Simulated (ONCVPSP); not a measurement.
**gallium, ONCV: configuration errors across variants**

* Element: gallium (Ga)
* Generator: ONCVPSP 4.0.1
* Type: optimised norm-conserving Vanderbilt (ONCV)
* Functional: PBE
* Relativity: scalar-relativistic
* Frozen core: [Ne]
* Valence charge: 21
* Reference configuration: 3s2 3p6 3d10 4s2 4p1
* Partial waves: 3s+4s: rc 1.00 bohr, ncon 3, nbas 6, qcut 12.2 1/bohr, 2 projectors; 3p+4p: rc 0.95 bohr, ncon 4, nbas 7, qcut 17.2 1/bohr, 2 projectors; 3d: rc 1.30 bohr, ncon 4, nbas 9, qcut 10.7 1/bohr, 2 projectors, debl 1.2 Ha
* Local potential: polynomial inside 0.70 bohr (lpopt 4, dvloc0 3 Ha)
* Core correction: polynomial model core, fcfact 0.55

All-electron excitation energies from the reference (eV): (1) 3s2 3p6 3d10 4s2 4p0 5.688; (2) 3s2 3p6 3d10 4s1 4p0 26.817; (3) 3s2 3p6 3d10 4s0 4p3 13.371.

1 further variants failed, have other tests or too few solved ones, and are left out.

A true bound ghost makes a file unfit for plane-wave use even where its test errors are small: the radial tests pick states by their node count and pass the ghost by.

Errors AE − PS in meV (a dash: test not solved or not reliable):

| change | (1) | (2) | (3) | bound ghosts | GHOST(+) flags above zero |
| --- | --- | --- | --- | --- | --- |
| base | -0.2 | -0.4 | -0.7 | none | none |
| s: qcut 8.2; p: qcut 11.5; d: qcut 7.2 | -0.2 | -1.7 | -4.9 | none | none |
| s: qcut 9.1; p: qcut 12.9; d: qcut 8 | -0.2 | -1.2 | -3.6 | none | none |
| s: qcut 9.9; p: qcut 14; d: qcut 8.7 | -0.2 | -0.9 | -2.6 | none | none |
| s: qcut 11.5; p: qcut 16.2; d: qcut 10 | -0.2 | -0.5 | -1.2 | none | none |
| s: qcut 13.5; p: qcut 19.1; d: qcut 11.9 | -0.3 | -0.2 | -0.2 | none | none |
| s: qcut 14.5; p: qcut 20.4; d: qcut 12.7 | -0.2 | -0.3 | -0.1 | none | none |
| s: qcut 15.6; p: qcut 22; d: qcut 13.7 | -0.3 | -0.3 | -0.1 | none | none |
| s: qcut 16.8; p: qcut 23.7; d: qcut 14.8 | -0.2 | -0.2 | -0.3 | p | none |

Task: Give the same row for: s: qcut 12.4; p: qcut 17.5; d: qcut 10.9.

Result: -0.2, -0.3, -0.6; bound ghosts: none; GHOST(+) flags above zero: none.
